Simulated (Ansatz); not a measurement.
`N[BH][SbH2]` + H₂O → `NBO` + stibine at 500 K and 1 bar (formal hydrolysis of a B–Sb bond).

Gas-phase electronic energies from Ansatz, PBE0-D4/def2-TZVP geometries. CCSD(T)/CBS is the MP2 limit (def2-TZVPP, def2-QZVPP) plus CCSD(T) − MP2 in def2-TZVPP, frozen cores. This one scheme is used for every species. def2 core potentials past Kr. For Sb outer-core shells are correlated without core-valence functions, which leaves a few kJ/mol of doubt a bond. Each species was taken in one conformer, which may not be the lowest.

```json
{"species": "`N[BH][SbH2]`", "CCSD(T)/CBS energy (Eh)": "-322.54254", "H − E (kJ/mol)": "176.9", "S (J/(mol·K))": "361.1"}
{"species": "H₂O", "CCSD(T)/CBS energy (Eh)": "-76.37941", "H − E (kJ/mol)": "73.2", "S (J/(mol·K))": "206.3"}
{"species": "`NBO`", "CCSD(T)/CBS energy (Eh)": "-157.17416", "H − E (kJ/mol)": "172.2", "S (J/(mol·K))": "299.7"}
{"species": "`[SbH3]`", "CCSD(T)/CBS energy (Eh)": "-241.78682", "H − E (kJ/mol)": "70.2", "S (J/(mol·K))": "256.6"}
```

H − E and S are ideal-gas, rigid-rotor, harmonic terms from PBE0-D4/def2-TZVP, for one conformer and one mirror image of each species. 1 Eh = 2625.50 kJ/mol, R = 8.31446 J/(mol·K).

Question: By hand: ΔE, ΔH, ΔS and ΔG.

Answer: ΔE = (-157.17416) + (-241.78682) − (-322.54254) − (-76.37941) = -0.03903 Eh = -102.5 kJ/mol. Δ(H − E) = 172.2 + 70.2 − 176.9 − 73.2 = -7.7, so ΔH = -110.2 kJ/mol. ΔS = 299.7 + 256.6 − 361.1 − 206.3 = -11.1 J/(mol·K). ΔG = -110.2 − 500 × (-11.1)/1000 = -104.7 kJ/mol.

Question: By hand: the equilibrium constant, and the temperature at which ΔG would vanish if ΔH and ΔS stayed fixed.

Answer: log₁₀ K = −ΔG/(RT ln 10) = 10.9. ΔG = 0 at ΔH/ΔS = 9928 K, far beyond where these terms or the molecules hold.

The number of gas molecules stays the same, so ΔS is small and ΔH decides. A doubt of 5 kJ/mol in ΔE shifts log₁₀ K by 0.5 here. Other conformers and mirror images would add mixing entropy, several J/(mol·K) or more a flexible species. These are equilibria of isolated gas molecules and say nothing of rates. Largest T1 diagnostic: 0.014 (customary marks: 0.02 for closed shells, 0.045 for open ones).
